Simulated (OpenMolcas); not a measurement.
C³⁺: effect of the active space

| Property | Result |
| --- | --- |
| Program | OpenMolcas 26.06 |
| Method | CASSCF or its RAS form |
| Basis | ANO-R3 |
| Scalar Hamiltonian | X2C, finite nucleus |
| Spin-orbit coupling | RASSI with atomic mean-field integrals over the reference wave functions, term energies averaged over their components |

A. 1 electron in 4 orbitals (2s 2p); 2S+1 = 2 even, 1 root; 2S+1 = 2 odd, 3 roots; cost about 6 core-seconds
B. 1 electron in 9 orbitals (RAS2 2s 2p; RAS3 3d, at most 1 electron); 2S+1 = 2 even, 1 root; 2S+1 = 2 odd, 3 roots; cost roughly 7 core-seconds

Energies in cm-1 above 2s 2S 1/2, the measured ground level; measured values from Moore, Selected Tables of Atomic Spectra, NSRDS-NBS 3, section 3.

| Level | A | B | Measured |
| --- | --- | --- | --- |
| 2s 2S 1/2 | 0.0 | 0.0 | 0.0 |
| 2p 2P* 1/2 | 65093 | 65093 | 64484 |
| 2p 2P* 3/2 | 65191 | 65191 | 64592 |

Deviations, from unrounded energies. A percentage is the sum of absolute deviations over the sum of measured energies, with the sign that they share, or ± where signs differ.

| Against measurement | Levels | A | B |
| --- | --- | --- | --- |
| mean absolute deviation (cm-1) | 2 | 600 | 600 |
| other configurations (%) | 2 | +0.9 | +0.9 |

A, B lie about equally close to measurement. The largest miss of A in the table is 2p 2P* 1/2, by +610 cm-1. The ranking rests on the paired levels alone, and a cruder setting can come out closer through cancelling errors.

Between A and B no level of the table moves by more than 5 cm-1.

With one active electron the reference holds no correlation, so core polarisation is missing. With one active electron outside closed inactive shells, the extra shells (3d) add no correlation to the reference (holds for B). Measured partners are found by configuration, term and J. A level has none where our copy of the source lacks it or the pairing is in doubt (some pairs that miss far off the trend of their configuration count as doubtful), and it then counts in no deviation. Only configurations of the active space appear.

* marks odd parity.
